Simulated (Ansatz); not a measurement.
The same path of BF₃H₂O (7 atoms, charge 0, multiplicity 1) was run twice with different band settings. Lost on the way: B1–F2, O5–H7. Made: F2–H7.

Method: Ansatz, RKS PBE-D4/def2-SVP.

Relaxed end points:

```xyz
7
Properties=species:S:1:pos:R:3
B 0.044 0.006 0.081
F -0.055 0.533 1.336
F 1.186 0.242 -0.593
F -1.110 -0.030 -0.647
O 0.172 -1.738 0.508
H -0.654 -2.122 0.148
H 0.060 -1.744 1.481
```

```xyz
7
Properties=species:S:1:pos:R:3
B 0.046 -0.447 -0.424
F -0.047 -0.006 2.140
F 1.162 0.250 -0.568
F -1.103 0.028 -0.906
O 0.115 -1.697 0.148
H -0.755 -2.138 0.132
H 0.223 -0.843 1.794
```

Common settings: movable images 5; climbing image yes; spring 5.0 eV/Å²; start path through a guess of the saddle point; force threshold 0.05 eV/Å; iteration limit 60; end points relaxed.

| run | optimiser |
| --- | --- |
| 1 | quadratic models (default) |
| 2 | fire |

**Question.** What does each run give, and how far can it be trusted?

**Answer.** Run 1: converged after 11 iterations, highest image 0.826 eV above the first end. A vibrational analysis at the climbing image gives one clearly imaginary mode, 744i cm⁻¹: a first-order saddle point.
Run 2: converged after 39 iterations, highest image 0.827 eV above the first end. Another band between the same ends (5 images) ends at a top of the same energy, where a vibrational analysis finds 1 clearly imaginary mode.
The orbitals stay closed-shell, which can raise the energy where a bond breaks towards radicals; this wasn't checked here.
